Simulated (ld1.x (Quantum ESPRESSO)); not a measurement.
# What one change does to a pseudopotential (rhodium (Rh), TM)

ld1.x (Quantum ESPRESSO) 7.5 input, shortened:

```
&input
   title='Rh', zed=45., rel=2, dft='PBE', iswitch=3,
   config='[Kr] 4d8.5 5s0.5 5p0', rel_dist='average'
 /
 &inputp
   pseudotype=2, tm=.true., lloc=0,
   nlcc=.false.
 /
3
5P  2  1   0.00   0.00  3.40  3.40  0.0
4D  3  2   8.50   0.00  1.50  1.50  0.0
5S  1  0   0.50   0.00  1.90  1.90  0.0
 &test
   configts(1)='4d8.5 5s0.5 5p0'
 /
```

Open shells are filled in proportion to 2j + 1 (rel_dist='average').

Change: all radii scaled by about 0.77 (s 1.46, p 2.62, d 1.16 bohr).

Cutoffs: the cutoffs (Ry, on a coarse ladder) from which the occupation-weighted sum of valence levels, in a spherical-Bessel basis at the reference potential, stays within 10 and 1 mRy of its value at 400 Ry; they do not see the model core or the augmentation charge, which bear on the density cutoff. Errors are all-electron minus pseudo energies relative to the spin-unpolarised reference configuration.

Task: How do hardness, ghosts and transferability respond?

Result: The potential gets harder (60 Ry and 80 Ry → 80 Ry and 140 Ry); a bound ghost appears in p, which as a rule spoils a file; the number of tests that count goes from 7 to 6; of the 6 tests that both files solve, the error grows in 3 and shrinks in 3 by more than 15 % and 0.3 meV (median size 14.3 → 52.8 meV). A smaller radius makes the pseudo-wave follow the all-electron one further in, where it bends more sharply, so more plane waves are needed.

```tsv
quantity	base	changed
cutoff, loose	60 Ry	80 Ry
cutoff, tight	80 Ry	140 Ry
loose cutoff by channel (10 mRy a level)	d 50 Ry, s 18 Ry	d 55 Ry, s 50 Ry
bound ghosts	none	p3/2, p1/2
largest miss of a reference level, eV	0.00	0.05
tests counted (converged, no solver errors)	7 of 7	6 of 7
error for 4d8 5s1 5p0, meV [ΔE 0.63 eV]	-14	-63
error for 4d8 5s0 5p0, meV [ΔE 8.09 eV]	+3.7	+11
error for 4d7 5s0 5p0, meV [ΔE 27.60 eV]	-129	-85
error for 4d6 5s0 5p0, meV [ΔE 60.11 eV]	-582	-456
error for 4d8 5s0.5 5p0, meV [ΔE 3.55 eV]	-8.3	-43
error for 4d8 5s0 5p1, meV [ΔE 4.23 eV]	-15	-11
```

Changed file: Tests not counted: 4d7 5s1 5p1 (solver errors, printed error -8.9 eV). A true bound ghost makes a file unfit for plane-wave use even where its test errors are small: the radial tests pick states by their node count and pass the ghost by. Where a test does run into it, the solver fails or the error is huge.
